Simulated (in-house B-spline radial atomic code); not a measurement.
A calculation on Zn⁺: its settings, and results tabulated from the run. Method: non-relativistic PBE0, spin-polarised, spherical fractional occupations, point nucleus, inside a hard spherical wall at 5.86 bohr. Calculated with a B-spline radial code for spherical atoms.

Command:
```bash
python run_scf.py task.json out
```
Settings:
```
Z                30
configuration    [Ar] 3d10 4s1
hamiltonian      nr
method           pbe0
spin_polarised   True
wall_radius      5.86
```

Output (hartree, bohr):
```
 radial grid: 43 intervals, B-splines of order 8, outer radius 5.86 bohr

 iter        energy (Eh)    residual
    1       -1778.012568    3.90e-01
    2       -1777.874874    1.85e-01
    3       -1778.720608    6.57e-02
    4       -1778.826388    2.76e-02
    5       -1778.754497    5.42e-02
    6       -1778.852903    3.79e-03
    7       -1778.853373    1.88e-04
    8       -1778.853373    2.88e-05
    9       -1778.853373    3.22e-06
   10       -1778.853373    7.54e-08

 total energy                     -1778.85337
 kinetic                            1777.6693
 electron-nucleus                  -4250.7746
 Hartree                             764.9461
 exact exchange                      -17.3459
 exchange-correlation                -53.3483

 orbital      occ     eigenvalue          <r>       <r^2>       <1/r>       r_max
 1s up      1.000      -347.8906    0.0511016  0.00349917     29.5091     0.03371
 1s down    1.000      -347.8882    0.0511019   0.0034992      29.509     0.03371
 2s up      1.000       -42.6370      0.22951   0.0620685     6.44358      0.1924
 2s down    1.000       -42.6362     0.229523   0.0620754     6.44314      0.1924
 2p up      3.000       -37.5758     0.199647    0.048805     6.40101      0.1535
 2p down    3.000       -37.5758     0.199654   0.0488088     6.40081      0.1535
 3s up      1.000        -5.2061     0.691656    0.552687     2.04451      0.5969
 3s down    1.000        -5.2023     0.691639    0.552542     2.04418      0.5971
 3p up      3.000        -3.5802      0.71933    0.611396     1.91191      0.5969
 3p down    3.000        -3.5786     0.718251    0.609052     1.91385      0.5969
 3d up      5.000        -0.8361     0.890537     1.05405     1.52188      0.5682
 3d down    5.000        -0.8301     0.878192     1.01873      1.5344      0.5674
 4s up      1.000        -0.5428      2.37808     6.38558    0.534847       2.038
```

Cost of the run: 0.09 s on 1 thread of Intel(R) Xeon(R) Platinum 8559C (shared host).
